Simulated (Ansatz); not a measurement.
Calculated with Ansatz (gas phase, PBE0-D4/def2-TZVP geometries, no zero-point term in ΔE). CBS: MP2 limit from def2 TZ/QZ plus the TZ coupled-cluster correction, frozen cores. Functionals use def2-TZVPP. For Br outer-core shells are correlated without core-valence functions, which leaves a few kJ/mol of doubt a bond. Scalar relativity is left out up to krypton. Each species was taken in one conformer, which may not be the lowest.

Consider the substitution at a C–C bond: `N=CCN` + HBr → `N=CBr` + CH₃NH₂.

CCSD(T)/CBS gives +7.9 kcal/mol.

Another level gave +6.9 kcal/mol. Which?
A. LC-ωPBE/def2-TZVPP
B. BLYP-D4/def2-TZVPP
C. PBE0/def2-TZVPP
D. BLYP/def2-TZVPP

C. PBE0 6.9, LC-ωPBE 8.4, BLYP-D4 4.7, BLYP 3.7 kcal/mol.

What do rigid-rotor, harmonic-oscillator terms from PBE0-D4/def2-TZVP frequencies (298.15 K, 1 bar) make of the CCSD(T)/CBS value? (Best estimate.)

Ansatz gave: ΔZPE = +1.4 kcal/mol, ΔH = +8.9 kcal/mol, ΔS = 21 J/(mol·K), ΔG = +7.4 kcal/mol.

Largest T1 diagnostic among the species: 0.011.

From r2SCAN to r2SCAN0 (25 % exact exchange), in def2-TZVPP and without D4, ΔE moves by +1.3 kcal/mol. Leaving LDA and LC-ωPBE aside and taking each functional with its dispersion term where it has one, the values, not all of them listed here, spread over 3.4 kcal/mol, from BLYP-D4 to ωB97X-V. LDA lies +3.3 kcal/mol from PBE without D4.
